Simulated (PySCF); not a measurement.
**Nuclear quadrupole coupling in `CCOC1=C(F)[Si@@H](OC)C1`**

C6H11FO2Si.
Geometry (GFN2-xTB, Å), atoms numbered from 1 in this order:
```xyz
21
C6H11FO2Si angstrom
C      3.993    0.438   -0.237
C      2.599    0.431    0.365
O      1.731   -0.243   -0.538
C      0.451   -0.361   -0.170
C     -0.276    0.033    0.890
F      0.168    0.723    1.989
Si    -1.862   -0.793    0.311
O     -3.093    0.075   -0.270
C     -4.215    0.585    0.394
C     -0.544   -1.083   -1.043
H      4.336   -0.582   -0.393
H      3.981    0.949   -1.195
H      4.681    0.947    0.433
H      2.240    1.455    0.524
H      2.596   -0.089    1.331
H     -2.314   -1.933    1.104
H     -4.724   -0.200    0.956
H     -4.893    0.990   -0.358
H     -3.923    1.378    1.084
H     -0.690   -0.591   -2.000
H     -0.250   -2.111   -1.237
```

Field gradients from the PBE0/pcSseg-1 density (PySCF, non-relativistic), principal values in atomic units, ordered |Vxx| ≤ |Vyy| ≤ |Vzz|:

```json
{"atom": "O3", "Vxx": "-0.3062", "Vyy": "-1.4941", "Vzz": "1.8003"}
{"atom": "O8", "Vxx": "-0.5513", "Vyy": "-1.1672", "Vzz": "1.7185"}
```

Question: Find the asymmetry η = (Vxx − Vyy)/Vzz and the couplings χ = eQV/h (234.96 MHz × Q in barn × V in au), with Q(17O) = −0.0256 b.

Answer: 
| atom | environment | nucleus | η | χzz (MHz) | χxx (MHz) | χyy (MHz) |
| --- | --- | --- | --- | --- | --- | --- |
| O3 | ether oxygen | 17O | 0.66 | -10.83 | 1.84 | 8.99 |
| O8 | silyl ether oxygen | 17O | 0.36 | -10.34 | 3.32 | 7.02 |

Question: What is Vzz at O3 in SI units (1 au = 9.71736 × 10²¹ V/m²)?

Answer: 1.8003 au = 17.495 × 10²¹ V/m².

Question: What couplings would deuterons (Q(2H) = 0.00286 b) have in place of the hydrogens, at this geometry?

Answer: 
| atom | bonded to | bond length (Å) | Vzz (au) | η | χzz (kHz) |
| --- | --- | --- | --- | --- | --- |
| H11 | C1 | 1.087 | 0.3147 | 0.02 | 211 |
| H12 | C1 | 1.087 | 0.3148 | 0.02 | 212 |
| H13 | C1 | 1.086 | 0.3170 | 0.03 | 213 |
| H14 | C2 | 1.097 | 0.2838 | 0.09 | 191 |
| H15 | C2 | 1.097 | 0.2838 | 0.09 | 191 |
| H16 | Si7 | 1.461 | 0.1617 | 0.03 | 109 |
| H17 | C9 | 1.092 | 0.2975 | 0.09 | 200 |
| H18 | C9 | 1.090 | 0.3016 | 0.07 | 203 |
| H19 | C9 | 1.092 | 0.2974 | 0.08 | 200 |
| H20 | C10 | 1.086 | 0.3219 | 0.05 | 216 |
| H21 | C10 | 1.086 | 0.3228 | 0.04 | 217 |

The structure is a single GFN2-xTB conformer in the gas phase; no vibrational or solvent corrections. GFN2-xTB bond lengths can be off by several hundredths of an ångström, more for odd bonds, and the gradients follow them. These gradients aren't converged with respect to the basis.
